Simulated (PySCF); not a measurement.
An element was calculated at UHF (PySCF 2.14, spin-free X2C, a triple-zeta basis, no spin-orbit coupling), in the ground configurations that NIST lists.

| Item | Value |
| --- | --- |
| first ionisation energy | 4.585 eV |
| second ionisation energy | 10.319 eV |
| third ionisation energy | 21.287 eV |

Which element is it?

Samarium (Sm, Z = 62), in x2c-TZVPPall. NIST lists 5.644, 11.078 ± 0.02, 23.55 ± 0.08 eV for these ionisation energies.
